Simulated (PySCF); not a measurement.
## Working out the ionisation energy of Xe

Xe [Xe] (1S) → Xe⁺ [Kr] 4d10 5s2 5p5 (2P). Calculation: PySCF 2.14, in aug-cc-pVTZ-PP with one added diffuse shell each of d, f type with ECP28MDF (6s5p5d3f, 67 functions); a scalar-relativistic core potential. Frozen: 4s2 4p6 4d10. Energies in hartree (1 hartree = 27.21139 eV):

| part | Xe (lower) | Xe⁺ (upper) |
| --- | --- | --- |
| UHF | -328.298669 | -327.877343 |
| CCSD correlation | -0.164710 | -0.137614 |
| (T) | -0.005627 | -0.003933 |

Task: What does Hartree-Fock give?

Result: (-327.877343) − (-328.298669) = 0.421326 hartree = 11.465 eV.

Task: What do CCSD and CCSD(T) give?

Result: The CCSD correlation energies differ by 0.027096 hartree = 0.737 eV and the triples by 0.001694 hartree = 0.046 eV, so CCSD gives 12.202 eV and CCSD(T) 12.248 eV.

Measured between the centres of the two terms (NIST): 12.565 eV, so CCSD(T) (valence) is off by -0.317 eV.

What remains against the reference includes basis incompleteness, the frozen core and higher excitations.
